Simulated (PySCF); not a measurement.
**Basis-set dependence of excited states**

C4H6GaN.
Bonds: C1–C2 (triple), C2–C3, C3–C4, C4–N5 (triple), N5–Ga6. Hydrogens: H7 on C1; H8, H9 on C3; H10, H11, H12 on Ga6.

TDDFT with PBE0 (PySCF), vertical singlets, core orbitals frozen in the response, spherical d and f functions. Geometry: PBE0-D3(BJ)/def2-SVP; no solvent, vibrations or thermal averaging. The PBE0/6-31G* calculation is non-relativistic and has no spin–orbit coupling, an omission that weighs most on gallium.

Question: How do the low singlets change with the basis? Take 6-31G*, def2-SVP, def2-SVPD and def2-TZVP.

Answer: 

```tsv
basis	functions	diffuse	S1 (eV)	S2 (eV)	S3 (eV)	S4 (eV)	S5 (eV)	LUMO (eV)	α (au)
6-31G*	114	no	5.64	5.74	5.87	6.04	6.42	-0.67	70.3
def2-SVP	132	no	5.43	5.53	5.66	5.83	6.44	-0.86	74.0
def2-SVPD	186	yes	5.36	5.45	5.56	5.74	6.33	-0.99	87.9
def2-TZVP	239	no	5.42	5.50	5.63	5.80	6.37	-0.95	83.2
```

States are compared by their number. Against the only diffuse basis here (def2-SVPD, itself not a converged limit), sets without diffuse functions differ by up to 0.28 eV in S1 and 0.11 eV in S5. State by state, the largest deviation of a set without diffuse functions is S1 0.28, S2 0.29, S3 0.31, S4 0.30, S5 0.11 eV. The same number needn't mean the same state in each row. Against def2-SVPD the polarisability deviates by -20% in 6-31G*, -16% in def2-SVP, -5% in def2-TZVP.
